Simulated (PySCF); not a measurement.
Excitation energies in several basis sets

Species: C₂H₇NOSi.
SMILES: `CO/C=N\[SiH3]`

TDDFT with PBE0 (PySCF), vertical singlets, core orbitals frozen in the response, spherical d and f functions. The structure is a single PBE0-D3(BJ)/def2-SVP conformer in the gas phase; no vibrational or solvent corrections.

| basis | functions | diffuse | S1 (eV) | S2 (eV) | S3 (eV) | S4 (eV) | S5 (eV) | LUMO (eV) | α (au) |
| --- | --- | --- | --- | --- | --- | --- | --- | --- | --- |
| 6-31G* | 88 | no | 5.09 | 6.78 | 7.27 | 7.70 | 7.89 | 0.19 | 53.0 |
| 6-31+G* | 108 | yes | 5.04 | 6.21 | 6.69 | 6.96 | 7.08 | -0.16 | 60.3 |
| def2-SVP | 109 | no | 5.02 | 6.95 | 7.20 | 7.77 | 7.86 | -0.01 | 56.3 |
| def2-SVPD | 163 | yes | 4.97 | 6.45 | 6.95 | 7.06 | 7.28 | -0.25 | 66.2 |
| aug-cc-pVDZ | 182 | yes | 4.95 | 6.03 | 6.50 | 6.71 | 6.76 | -0.23 | 67.7 |
| def2-TZVP | 203 | no | 4.98 | 6.58 | 7.02 | 7.36 | 7.46 | -0.18 | 63.1 |
| def2-TZVPD | 257 | yes | 4.95 | 6.22 | 6.67 | 6.92 | 7.06 | -0.26 | 67.2 |

Compare the sets with the largest diffuse one.

States are compared by their number. Against the largest diffuse basis here (def2-TZVPD, itself not a converged limit), sets without diffuse functions differ by up to 0.14 eV in S1 and 0.83 eV in S5; the smaller diffuse sets differ by up to 0.09 and 0.30 eV. State by state, the largest deviation of a set without diffuse functions is S1 0.14, S2 0.73, S3 0.60, S4 0.84, S5 0.83 eV. The same number needn't mean the same state in each row. Against def2-TZVPD the polarisability deviates by -21% in 6-31G*, -10% in 6-31+G*, -16% in def2-SVP, -1% in def2-SVPD, +1% in aug-cc-pVDZ, -6% in def2-TZVP. A single + in a Pople set puts diffuse functions on heavy atoms only.
